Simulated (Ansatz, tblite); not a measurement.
Cost and result up the ladder for Ge(vinyl)(NHMe)3 (C5H15GeN3) (24 atoms). Total charge 0; singlet. Geometry: r2SCAN-D4/def2-SVP.

```xyz
24

Ge    0.083   -0.171   -0.027
C    -0.315   -2.036   -0.385
C    -0.127   -2.581   -1.596
H    -0.676   -2.671    0.436
H     0.239   -1.979   -2.437
H    -0.326   -3.640   -1.799
N    -0.017    0.729   -1.627
C    -1.254    0.801   -2.382
H     0.471    1.622   -1.597
H    -1.062    1.080   -3.434
H    -1.734   -0.191   -2.401
H    -2.004    1.515   -1.982
N     1.761    0.309    0.534
C     2.290   -0.175    1.795
H     2.450    0.287   -0.215
H     3.095    0.485    2.167
H     1.487   -0.164    2.550
H     2.696   -1.208    1.763
N    -0.991    0.307    1.379
C    -1.049    1.677    1.849
H    -1.882   -0.180    1.438
H    -1.343    1.725    2.914
H    -0.045    2.126    1.772
H    -1.746    2.332    1.285
```

Ansatz on 4 threads of Arm Neoverse V2 on a shared host; xTB runs through tblite on one thread. Times are rough, summed over both states, and most runs start from the orbitals of an earlier one. PBE0-D4/def2-TZVP serves as the yardstick here, not as an exact answer. The other state is a triplet.

The xTB rows come from tblite.

xTB has no spin-polarisation term.

```tsv
level	functions	wall time
GFN2-xTB	56	0.024 s
GFN1-xTB	71	0.033 s
PBE-D4/def2-TZVP	386	21 s
r2SCAN-D4/def2-TZVP	386	43 s
PBE0-D4/def2-TZVP	386	61 s
```

Estimate what each level gives for the vertical triplet (eV).


| level | vertical triplet (eV) | difference from PBE0-D4/def2-TZVP (eV) |
| --- | --- | --- |
| GFN2-xTB | 4.49 | 0.47 |
| GFN1-xTB | 4.16 | 0.13 |
| PBE-D4/def2-TZVP | 3.97 | -0.05 |
| r2SCAN-D4/def2-TZVP | 3.84 | -0.18 |
| PBE0-D4/def2-TZVP | 4.03 | 0.00 |
